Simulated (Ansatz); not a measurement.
The cluster Be₃Se₂⁺ (the lowest doublet isomer of a short search). Charge 1, multiplicity 2. Geometry PBE-D4/def2-SVP, basis def2-TZVP, Ansatz.

```xyz
5

Be    0.788    1.047    0.088
Be   -1.169    0.005    0.600
Be    0.380   -1.052   -0.689
Se   -0.726    0.666   -1.418
Se    0.726   -0.666    1.418
```

```csv
run,HOMO (eV),LUMO (eV)
A,-9.92,-8.11
B,-9.55,-8.42
C,-9.72,-8.08
D,-11.05,-5.13
E,-10.37,-7.04
F,-10.08,-7.71
```

HSE06 is defined as in plane-wave codes, on full-range PBE exchange. The structure comes from a short search, and lower isomers may exist.

HOMO and LUMO are taken over both spins.

Problem. The runs used BHLYP, HF, HSE06, PBE, PBE0, r2SCANh. Estimate which is which.

Solution. A r2SCANh (10 % exact exchange); B PBE (0 % exact exchange); C HSE06 (range-separated); D HF (100 % exact exchange); E BHLYP (50 % exact exchange); F PBE0 (25 % exact exchange). Exact exchange lowers occupied and raises empty levels; among semilocal functionals meta-GGAs tend to open the gap a little, and such runs are hard to tell apart. The gap grows from 1.13 eV (PBE) to 5.92 eV (HF).
